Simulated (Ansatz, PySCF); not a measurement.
CH4AlFOS. Atoms are numbered in the order given.

```xyz
9

Al    -0.2831     0.0802     0.0000
F     -1.9582     0.0074     0.0000
O      0.6833    -1.3099     0.0000
C      0.5555    -2.7070     0.0000
H      1.0515    -3.1419     0.8965
H     -0.5044    -3.0498     0.0000
H      1.0515    -3.1419    -0.8965
S      0.7118     2.0169     0.0000
H     -0.4826     2.6757     0.0000
```

Geometry optimised at PBE-D3(BJ)/def2-SVP. The structure was generated by enumeration; whether it is a known compound was not checked. The values are those of a single conformer.

Vertical ionisation energy (IE) and electron affinity (EA) in eV. Rows of orbital energies are one-electron estimates. Where ΔSCF, EOM or ADC give a negative EA the extra electron is unbound and the value depends on the basis.

```csv
level,IE,EA
"−ε(HOMO), −ε(LUMO), PBE0/def2-TZVP (PySCF)",7.89,0.79
"−ε(HOMO), −ε(LUMO), PBE/def2-TZVP (PySCF)",6.60,1.65
"ΔSCF, PBE0/def2-SVPD (Ansatz), final states of multiplicity 2 and 2",?,?
"ΔSCF, PBE/def2-SVPD (Ansatz), final states of multiplicity 2 and 2",9.60,-0.07
```

### Question
Fill in the missing entries. (The exact figures need the calculation; the answer reports its results.)

### Answer

- ΔSCF, PBE0/def2-SVPD (Ansatz, a program for electronic structure), final states of multiplicity 2 and 2, IE: 10.03
- ΔSCF, PBE0/def2-SVPD (Ansatz), final states of multiplicity 2 and 2, EA: -0.22

### Question
What vertical singlet–triplet gap does ΔSCF give with PBE0/def2-SVPD (Ansatz) and with PBE/def2-SVPD (Ansatz)? (Estimate from the structure and the level; the computed values follow.)

### Answer
5.44 and 4.92 eV (triplet above singlet where positive).
